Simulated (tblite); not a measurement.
Start geometry of `C=CC1=CCC[C@@H]1[O]` [radical] from a force field or distance geometry (Å):
```
atom  x, y, z in Å
C1     2.698    0.017    0.859
C2     1.776   -0.628    0.142
C3     0.364   -0.332    0.220
C4    -0.538   -1.004   -0.525
C5    -1.897   -0.460   -0.215
C6    -1.526    0.982    0.062
C7    -0.356    0.701    1.019
O8     0.384    1.841    1.288
H9     2.473    0.818    1.540
H10    3.724   -0.275    0.753
H11    2.155   -1.435   -0.505
H12   -0.344   -1.829   -1.208
H13   -2.565   -0.589   -1.069
H14   -2.227   -0.988    0.690
H15   -1.064    1.422   -0.846
H16   -2.308    1.587    0.522
H17   -0.755    0.185    1.914
```

What comes out of this run: GFN2-xTB geometry optimisation, gas phase in tblite 0.8.0?

```
atom  x, y, z in Å
C1     2.6715    0.1175    0.7694
C2     1.8014   -0.7450    0.2684
C3     0.3906   -0.4751    0.1760
C4    -0.5594   -1.0843   -0.5306
C5    -1.8904   -0.4237   -0.3856
C6    -1.5208    0.9344    0.2130
C7    -0.2082    0.6923    1.0275
O8     0.5720    1.7393    1.1309
H9     2.2813    1.0749    1.1205
H10    3.7294   -0.0607    0.8423
H11    2.1124   -1.7052   -0.1301
H12   -0.4142   -1.9687   -1.1293
H13   -2.4214   -0.3298   -1.3342
H14   -2.5254   -0.9992    0.2956
H15   -1.2826    1.6523   -0.5720
H16   -2.2843    1.3579    0.8627
H17   -0.4590    0.2353    2.0151
```

The energy falls by 0.614 eV over 63 L-BFGS steps, the largest force on an atom goes from 3.63 to 0.009 eV/Å, and the atoms move by 0.312 Å rms after alignment. The bond that changes most is C7–O8 (ends: carbon bonded to 2 C, O and H; oxygen bonded to C), which shortens by 0.075 Å. Bonds longer at the end by more than 0.005 Å: 5 of 17; shorter: 7. Among the angles that change most is C2–C3–C7, from 130.0° to 118.7°. Among the dihedrals that turn most is H14–C5–C6–H15, from 172° to -155°. Rotational constants go from 3612, 1892, 1308 to 3744, 1893, 1312 MHz. The orientation of the end geometry is arbitrary; only internal coordinates are fixed.

The run took 0.6 s on an Arm Neoverse N1 with one thread, on a shared host.

Its GFN2-xTB frequencies are all real (lowest 118 cm⁻¹).

One conformer stands for the species.

All values are computed, not measured.
